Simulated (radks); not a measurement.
The carbon anion C4-, [Ne], held by a Watson sphere: a shell of charge +4 at radius R that stands for the Madelung well of a crystal (potential energy -4/R inside, -4/r outside, in hartree with lengths in bohr). All-electron calculation, scalar-relativistic Kohn-Sham, LDA (Slater exchange, Perdew-Wang correlation), spin-polarised, spherical densities, finite nucleus; Fermi nuclear charge, rms radius of each element as measured or else 0.836 A^(1/3) + 0.57 fm. Program: a radial shooting solver on a logarithmic mesh with Libxc functionals. Response by self-consistent Sternheimer equations with the Hartree and adiabatic LDA kernel, the relativistic mass of each level held fixed and spin-orbit coupling left out. The sphere does not respond.

| R (bohr) | e(1s) (eV) | e(2s) (eV) | e(2p) (eV) | <r> 2p (bohr) | sum of <r^2> (bohr^2) | X-ray form factor at sin(theta)/lambda = 0.2 1/angstrom | alpha (bohr^3) |
|---|---|---|---|---|---|---|---|
| 1.86 | -262.71 | -16.663 | -8.188 | 1.897 | 33.56 | 4.581 | 21.03 |
| 2.05 | -263.28 | -15.703 | -7.565 | 2.007 | 37.32 | 4.321 | 26.35 |
| 2.27 | -263.92 | -14.704 | -6.916 | 2.133 | 41.87 | 4.068 | 33.90 |
| 2.3 | -264.00 | -14.577 | -6.833 | 2.151 | 42.51 | 4.038 | 35.06 |
| 2.46 | -264.40 | -13.942 | -6.413 | 2.242 | 45.97 | 3.890 | 41.87 |
| 2.57 | -264.65 | -13.542 | -6.145 | 2.305 | 48.43 | 3.803 | 47.21 |
| 3.58 | -265.99 | -11.075 | -4.339 | 2.898 | 74.17 | 3.421 | 130.9 |
| 3.73 | -266.08 | -10.857 | -4.153 | 2.989 | 78.55 | 3.410 | 150.1 |
| 3.92 | -266.19 | -10.623 | -3.941 | 3.104 | 84.33 | 3.405 | 177.4 |
